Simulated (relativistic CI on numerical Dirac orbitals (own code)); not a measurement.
## V2+: K-beta X-ray emission

Computed with this model: Dirac-Coulomb-Breit CI, KLI orbitals optimised for each configuration, a model potential for QED, valence Slater integrals scaled by 0.8, multiplet model of X-ray emission after core ionisation; configurations [Ar] 3d3 → 1s 2s2 2p6 3s2 3p6 3d3 → [Ne] 3s2 3p5 3d3; 300 K; Lorentzian 1.12 eV and Gaussian 1 eV FWHM. Energies are those of the free ion, without screening or charge transfer. S is read from ⟨S²⟩ = S(S + 1).

Field parameters in Wybourne normalisation: Oh B⁴₀ = 21Dq, B⁴₄ = √(5/14) B⁴₀. The field is a parameter set, without covalency.

Peaks in eV (height, largest 100): 5411.8 (13), 5414.6 (19), 5420.0 (9), 5425.4 (39), 5429.0 (100).

Problem. Which surroundings give this spectrum?
A. Oh, 10Dq = 20400 cm⁻¹
B. Oh, 10Dq = 26150 cm⁻¹
C. Oh, 10Dq = 8950 cm⁻¹
D. free ion

Solution. D. free ion, where the ground state has S = 1.50.
